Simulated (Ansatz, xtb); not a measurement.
Isomers of GeH2OS− in order of energy

3 gas-phase structures of GeH2OS−, found in a search over its isomers (lower ones may exist). Each was relaxed with GFN2-xTB:

A. the doublet with the links of `[O-][GeH2][S]`
B. a doublet given by its coordinates
C. a doublet given by its coordinates

B (Å):

```json
{"atom": "Ge", "x (Å)": "0.5824", "y (Å)": "0.4038", "z (Å)": "1.4674"}
{"atom": "O", "x (Å)": "0.3206", "y (Å)": "-1.2388", "z (Å)": "0.4392"}
{"atom": "S", "x (Å)": "1.2534", "y (Å)": "1.8565", "z (Å)": "-0.3188"}
{"atom": "H", "x (Å)": "0.7077", "y (Å)": "-1.0964", "z (Å)": "-0.4189"}
{"atom": "H", "x (Å)": "0.1003", "y (Å)": "2.2562", "z (Å)": "-0.8983"}
```

Close contacts (Å): Ge1–O2 1.96, Ge1–S3 2.40, O2–H4 0.95, S3–H5 1.35.

C (Å):

```xyz
5

Ge    0.3841   -0.3411   -0.0516
O    -0.8023   -0.2544    1.4102
S     0.7624   -2.4504   -0.3951
H     1.8877    0.4896    0.7388
H    -0.9488   -1.1449    1.7216
```

Close contacts (Å): Ge1–O2 1.88, Ge1–S3 2.17, Ge1–H4 1.89, O2–H5 0.95.

Problem. Which do you expect lowest at r2SCAN-D4/def2-SVPD, and how would the others follow?

Solution. Calculated order at r2SCAN-D4/def2-SVPD: B (0.0), C (8.8), A (136.2) kJ/mol. CCSD(T)/def2-SVPD + ΔMP2/def2-TZVPPD after further relaxation puts C lowest instead.

Energies above the lowest of each column, in kJ/mol; the last columns are at PBE0-D3(BJ)/def2-SVPD geometries and were run for some of them only (a dash: not run or not comparable):

| structure | GFN2-xTB | HF/STO-3G | r2SCAN-D4/def2-SVPD | PBE0-D3(BJ)/def2-SVPD | CCSD(T)/def2-SVPD + ΔMP2/def2-TZVPPD |
| --- | --- | --- | --- | --- | --- |
| B | 89.6 | 0.0 | 0.0 | 17.5 | 18.9 |
| C | 0.0 | 50.4 | 8.8 | 0.0 | 0.0 |
| A | 69.1 | 15.5 | 136.2 | – | – |

CCSD(T)/def2-SVPD + ΔMP2/def2-TZVPPD puts C lowest of those it was run on; HF/STO-3G picks B, r2SCAN-D4/def2-SVPD picks B. CCSD(T)/def2-SVPD + ΔMP2/def2-TZVPPD orders those it was run on as C (0.0), B (18.9) kJ/mol. Some further structures that were screened fall inside this span and aren't listed. Frequencies (PBE0-D3(BJ)/def2-SVPD) were run for B, C alone. Open shells are spin-unrestricted. ΔMP2 is the change of the MP2 energy from the smaller to the larger basis.

Programs: Ansatz 0.2.0, xtb 6.7.1.
